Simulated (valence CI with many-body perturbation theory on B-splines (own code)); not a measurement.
**Er61+: calculated level list**

Computed by valence CI with perturbative core correlation (CI+MBPT): five valence electrons over a frozen Dirac-Fock core [He], radial functions for each j: 11 s, 11 p, 10 d, 8 f, 5 g, 2 h, with the one-electron correlation potential Σ1, the two-electron term Σ2, the three-electron term Σ3, Breit, model QED; selected CI, second order for the rest, scaled by the run's own slope (own B-spline code, finite nucleus).

No measured spectrum was set against this ion. As an estimate, large intervals hold to a few tenths of a per cent, small ones and those within an open d or f shell to about a per cent. Among the levels kept, up to 7400 cm⁻¹ of a level comes from second order outside the variational space, and about a tenth of that is noise between levels of different J, which matters for small intervals.

Levels 136 to 180 of 202, with energies above the lowest level, (2s^2 2p1/2^2 2p3/2) J=3/2. "Leading %" is the weight of the configuration and term that name the level; weights of strongly mixed levels are sums over their largest components and can fall short, so below about 35 % the name and the second component can differ from the true leading terms, or belong to a minority configuration. In the jj column 3d3/2^4 stands for four electrons in 3d with j = 3/2.

| No. | Configuration | Term | J | E (eV) | Leading % | Second component | g | Leading jj |
| --- | --- | --- | --- | --- | --- | --- | --- | --- |
| 136 | 2s2p³3d | ⁶D° | 1/2 | 10026 | 47 | 18 % 2s2p³3d ⁴D° | 2.228 | 2s 2p1/2 2p3/2^2 3d3/2 (99 %) |
| 137 | 2p⁴3s | ²S | 1/2 | 10027 | 48 | 18 % 2p⁴3s ⁴P | 1.810 | 2p1/2^2 2p3/2^2 3s (74 %) |
| 138 | 2s2p³3d | ⁶D° | 5/2 | 10028 | 36 | 28 % 2s2p³3d ⁴F° | 1.266 | 2s 2p1/2 2p3/2^2 3d3/2 (96 %) |
| 139 | 2s2p³3p | ⁴P | 3/2 | 10037 | 31 | 25 % 2s2p³3p ⁴D | 1.384 | 2s 2p1/2 2p3/2^2 3p3/2 (99 %) |
| 140 | 2s2p³3d | ⁴G° | 7/2 | 10038 | 36 | 23 % 2s2p³3d ⁶D° | 1.209 | 2s 2p1/2 2p3/2^2 3d3/2 (97 %) |
| 141 | 2s2p³3p | ²P | 1/2 | 10052 | 72 | 17 % 2s2p³3p ⁴D | 0.730 | 2s 2p1/2 2p3/2^2 3p3/2 (99 %) |
| 142 | 2s2p³3p | ⁴P | 5/2 | 10055 | 50 | 17 % 2s2p³3p ⁴F | 1.332 | 2s 2p1/2 2p3/2^2 3p3/2 (93 %) |
| 143 | 2s2p³3p | ⁴P | 3/2 | 10058 | 35 | 21 % 2s2p³3p ²P | 1.341 | 2s 2p1/2 2p3/2^2 3p3/2 (99 %) |
| 144 | 2s2p³3p | ²F | 7/2 | 10059 | 79 | 14 % 2s2p³3p ⁴F | 1.165 | 2s 2p1/2 2p3/2^2 3p3/2 (99 %) |
| 145 | 2p⁴3p | ⁴P° | 3/2 | 10060 | 24 | 14 % 2p⁴3p ⁴S° | 1.471 | 2p1/2^2 2p3/2^2 3p1/2 (74 %) |
| 146 | 2p⁴3p | ²D° | 5/2 | 10063 | 21 | 20 % 2p⁴3p ⁴D° | 1.211 | 2p1/2^2 2p3/2^2 3p1/2 (72 %) |
| 147 | 2s2p³3p | ²D | 5/2 | 10066 | 47 | 20 % 2s2p³3p ⁴D | 1.256 | 2s 2p1/2 2p3/2^2 3p3/2 (99 %) |
| 148 | 2s2p³3d | ⁴G° | 9/2 | 10070 | 49 | 37 % 2s2p³3d ²G° | 1.147 | 2s 2p1/2 2p3/2^2 3d3/2 (96 %) |
| 149 | 2s2p³3p | ²D | 3/2 | 10072 | 35 | 22 % 2s2p³3p ²P | 1.282 | 2s 2p1/2 2p3/2^2 3p3/2 (99 %) |
| 150 | 2s2p³3p | ²D | 5/2 | 10076 | 50 | 19 % 2s2p³3p ⁴D | 1.239 | 2s 2p1/2 2p3/2^2 3p3/2 (99 %) |
| 151 | 2s2p³3d | ⁴F° | 7/2 | 10079 | 40 | 33 % 2s2p³3d ⁴D° | 1.254 | 2s 2p1/2 2p3/2^2 3d3/2 (96 %) |
| 152 | 2s2p³3p | ²P | 1/2 | 10085 | 19 | 13 % 2s2p³3p ²S | 1.458 | 2s 2p1/2 2p3/2^2 3p3/2 (79 %) |
| 153 | 2s2p³3d | ⁴P° | 5/2 | 10088 | 29 | 26 % 2s2p³3d ⁴D° | 1.331 | 2s 2p1/2 2p3/2^2 3d3/2 (72 %) |
| 154 | 2s2p³3d | ⁶D° | 9/2 | 10090 | 49 | 18 % 2s2p³3d ⁴G° | 1.353 | 2s 2p1/2 2p3/2^2 3d5/2 (97 %) |
| 155 | 2s2p³3d | ⁴D° | 7/2 | 10095 | 45 | 25 % 2s2p³3d ⁶D° | 1.345 | 2s 2p1/2 2p3/2^2 3d5/2 (97 %) |
| 156 | 2s2p³3d | ⁴P° | 3/2 | 10097 | 31 | 25 % 2s2p³3d ⁴S° | 1.581 | 2s 2p1/2 2p3/2^2 3d3/2 (75 %) |
| 157 | 2s2p³3p | ²P | 1/2 | 10097 | 54 | 20 % 2s2p³3p ⁴P | 1.388 | 2s 2p1/2 2p3/2^2 3p3/2 (95 %) |
| 158 | 2s2p³3p | ²D | 3/2 | 10099 | 48 | 30 % 2s2p³3p ²P | 1.041 | 2s 2p1/2 2p3/2^2 3p3/2 (98 %) |
| 159 | 2s2p³3d | ⁴D° | 1/2 | 10114 | 67 | 13 % 2s2p³3d ⁴P° | 0.618 | 2s 2p1/2 2p3/2^2 3d5/2 (80 %) |
| 160 | 2s2p³3d | ⁴F° | 3/2 | 10120 | 47 | 17 % 2s2p³3d ⁴D° | 0.823 | 2s 2p1/2 2p3/2^2 3d3/2 (70 %) |
| 161 | 2p⁴3p | ²P° | 1/2 | 10122 | 62 | 16 % 2p⁴3p ⁴D° | 0.620 | 2p1/2^2 2p3/2^2 3p1/2 (84 %) |
| 162 | 2s2p³3d | ⁴D° | 5/2 | 10129 | 51 | 10 % 2s2p³3d ⁶D° | 1.257 | 2s 2p1/2 2p3/2^2 3d5/2 (88 %) |
| 163 | 2s2p³3d | ⁴G° | 11/2 | 10133 | 100 |  | 1.249 | 2s 2p1/2 2p3/2^2 3d5/2 (100 %) |
| 164 | 2s2p³3d | ⁴F° | 9/2 | 10136 | 66 | 32 % 2s2p³3d ²G° | 1.237 | 2s 2p1/2 2p3/2^2 3d5/2 (99 %) |
| 165 | 2s2p³3d | ⁴F° | 3/2 | 10139 | 33 | 27 % 2s2p³3d ⁴D° | 0.980 | 2s 2p1/2 2p3/2^2 3d5/2 (61 %) |
| 166 | 2s2p³3d | ²F° | 5/2 | 10146 | 34 | 18 % 2s2p³3d ⁴G° | 0.953 | 2s 2p1/2 2p3/2^2 3d3/2 (92 %) |
| 167 | 2s2p³3d | ⁴D° | 3/2 | 10146 | 36 | 20 % 2s2p³3d ⁴F° | 0.931 | 2s 2p1/2 2p3/2^2 3d3/2 (89 %) |
| 168 | 2s2p³3d | ²S° | 1/2 | 10148 | 45 | 35 % 2s2p³3d ⁴D° | 1.152 | 2s 2p1/2 2p3/2^2 3d3/2 (51 %) |
| 169 | 2s2p³3d | ²G° | 7/2 | 10148 | 67 | 12 % 2s2p³3d ⁴G° | 0.976 | 2s 2p1/2 2p3/2^2 3d3/2 (84 %) |
| 170 | 2s2p³3d | ²P° | 1/2 | 10153 | 43 | 24 % 2s2p³3d ⁴P° | 1.066 | 2s 2p1/2 2p3/2^2 3d3/2 (55 %) |
| 171 | 2s2p³3d | ²F° | 5/2 | 10158 | 27 | 22 % 2s2p³3d ⁴F° | 1.069 | 2s 2p1/2 2p3/2^2 3d3/2 (82 %) |
| 172 | 2s2p³3d | ²D° | 3/2 | 10164 | 27 | 18 % 2s2p³3d ⁴S° | 1.279 | 2s 2p1/2 2p3/2^2 3d5/2 (56 %) |
| 173 | 2s2p³3d | ²F° | 7/2 | 10169 | 60 | 19 % 2s2p³3d ⁴D° | 1.142 | 2s 2p1/2 2p3/2^2 3d5/2 (81 %) |
| 174 | 2s2p³3d | ²F° | 5/2 | 10173 | 44 | 12 % 2s2p³3d ²D° | 1.032 | 2s 2p1/2 2p3/2^2 3d3/2 (91 %) |
| 175 | 2s2p³3d | ²P° | 3/2 | 10177 | 45 | 41 % 2s2p³3d ²D° | 1.088 | 2s 2p1/2 2p3/2^2 3d3/2 (82 %) |
| 176 | 2s2p³3d | ²P° | 3/2 | 10180 | 33 | 17 % 2s2p³3d ²D° | 1.185 | 2s 2p1/2 2p3/2^2 3d3/2 (71 %) |
| 177 | 2s2p³3d | ²D° | 5/2 | 10180 | 56 | 12 % 2s2p³3d ⁴P° | 1.159 | 2s 2p1/2 2p3/2^2 3d5/2 (80 %) |
| 178 | 2s2p³3d | ²P° | 1/2 | 10184 | 49 | 25 % 2s2p³3d ⁴D° | 0.685 | 2s 2p1/2 2p3/2^2 3d3/2 (75 %) |
| 179 | 2s2p³3d | ²P° | 1/2 | 10189 | 46 | 30 % 2s2p³3d ²S° | 1.037 | 2s 2p1/2 2p3/2^2 3d3/2 (87 %) |
| 180 | 2s2p³3d | ⁴P° | 5/2 | 10204 | 32 | 27 % 2s2p³3d ⁴D° | 1.296 | 2s 2p1/2 2p3/2^2 3d5/2 (96 %) |
